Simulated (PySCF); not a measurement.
# Electron affinity of Ge by level of theory

Ge⁻ [Ar] 3d10 4s2 4p3 (4S) → Ge [Ar] 3d10 4s2 4p2 (3P), as a difference of total energies. All numbers are calculated (PySCF 2.14, the non-relativistic Hamiltonian (point nucleus), in def2-QZVPPD). Correlated levels: valence: [Ar] 3d10 frozen; valence and next inner shell: [Ne] frozen. The calculations carry no spin-orbit coupling.

| method | electron affinity (eV) |
| --- | --- |
| UHF | 0.777 |
| LDA | 1.393 |
| PBE | 1.254 |
| PBE0 | 1.273 |
| r2SCAN | 1.398 |
| B2PLYP | 1.101 |
| wB97X | 0.978 |
| B3LYP | 1.165 |
| BP86 | 1.362 |
| MP2 (valence) | 1.244 |
| SCS-MP2 (valence) | 1.092 |
| MP2 (valence and next inner shell) | 1.276 |
| SCS-MP2 (valence and next inner shell) | 1.108 |

Task: How much does correlation contribute at MP2 (valence and next inner shell)?

Result: 1.276 − (0.777) = 0.499 eV, measured against UHF.

A first-order spin-orbit estimate (lowest level to lowest level, LS coupling) adds -0.099 eV.

These non-relativistic numbers lack the scalar-relativistic shift.

Errors of the correlated levels include the incompleteness of this basis and the frozen core.

In the anion the highest occupied orbital energy is positive at LDA, PBE, PBE0, r2SCAN, B2PLYP, B3LYP, BP86, a self-interaction effect; the basis confines that electron, and the energy difference can still be sensible.

For comparison: 1.233 eV (measured; photodetachment measurements, as compiled on the Wikipedia data page of electron affinities).
